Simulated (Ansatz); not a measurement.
C3H7NSi (`CC([SiH3])=C=N`). Total charge 0; spin multiplicity 1. The structure was optimised at the PBE0-D4/def2-TZVP level. It is one conformer, not always the lowest.

```xyz
12

C    -1.262   -0.856   -0.514
C    -0.151    0.073   -0.089
Si    1.534   -0.580    0.331
C    -0.320    1.366    0.003
N    -0.420    2.581   -0.024
H    -1.487   -1.583    0.272
H    -2.179   -0.309   -0.742
H    -0.975   -1.419   -1.406
H     1.444   -1.555    1.453
H     2.423    0.544    0.720
H     2.113   -1.298   -0.838
H    -0.719    3.035    0.835
```

Task: What is the dipole moment at r2SCAN/def2-TZVPP? (Estimate.)

Result: Ansatz gave: 1.57 D, with components (-1.10, -0.46, 1.02) D in this frame, pointing from negative to positive charge.

Task: And with PBE, B3LYP, ωB97M-V? (Best estimate.)

Result: The calculation gave: PBE 1.52 D, B3LYP 1.57 D, ωB97M-V 1.58 D.

Task: Give the Mulliken charges with r2SCAN, B3LYP, PBE in def2-TZVPP. (Estimate.)

Result: The calculation gave: 
```json
{"atom": "C1", "r2SCAN": "-0.15", "B3LYP": "-0.27", "PBE": "-0.27"}
{"atom": "C2", "r2SCAN": "-0.22", "B3LYP": "-0.19", "PBE": "-0.12"}
{"atom": "Si3", "r2SCAN": "0.32", "B3LYP": "0.30", "PBE": "0.22"}
{"atom": "C4", "r2SCAN": "0.16", "B3LYP": "0.09", "PBE": "0.01"}
{"atom": "N5", "r2SCAN": "-0.26", "B3LYP": "-0.20", "PBE": "-0.16"}
{"atom": "H6", "r2SCAN": "0.06", "B3LYP": "0.10", "PBE": "0.10"}
{"atom": "H7", "r2SCAN": "0.05", "B3LYP": "0.09", "PBE": "0.09"}
{"atom": "H8", "r2SCAN": "0.06", "B3LYP": "0.10", "PBE": "0.10"}
{"atom": "H9", "r2SCAN": "-0.08", "B3LYP": "-0.07", "PBE": "-0.06"}
{"atom": "H10", "r2SCAN": "-0.06", "B3LYP": "-0.06", "PBE": "-0.05"}
{"atom": "H11", "r2SCAN": "-0.07", "B3LYP": "-0.07", "PBE": "-0.06"}
{"atom": "H12", "r2SCAN": "0.19", "B3LYP": "0.18", "PBE": "0.19"}
```

B3LYP here is the variant with VWN-RPA as its local correlation; programs differ in this.
